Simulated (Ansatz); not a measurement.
C3H9ClOSi, SMILES OCCC[SiH2]Cl.

Coordinates come from a ωB97X-D3(BJ)/def2-SVP optimisation. The structure was generated by enumeration, and PubChem lists no compound with its InChIKey, so it may never have been made. Other conformers were not sampled.

Two levels are set side by side: PBE/def2-SVPD (Ansatz, a first-principles code) and CAM-B3LYP/def2-SVPD (Ansatz). Energy differences of separate SCF runs at the same geometry; the states with an electron removed or added have multiplicity 2 and 2. Differences are taken from unrounded values.

```csv
quantity,PBE
vertical ionisation energy (eV),9.45
vertical singlet–triplet gap (eV),6.05
```

**Question.** These are the PBE values. What does CAM-B3LYP give? (Estimate from the structure and the level; the computed values follow.)

**Answer.** 
```csv
quantity,CAM-B3LYP,PBE minus CAM-B3LYP
vertical ionisation energy (eV),10.46,-1.01
vertical singlet–triplet gap (eV),7.25,-1.20
```
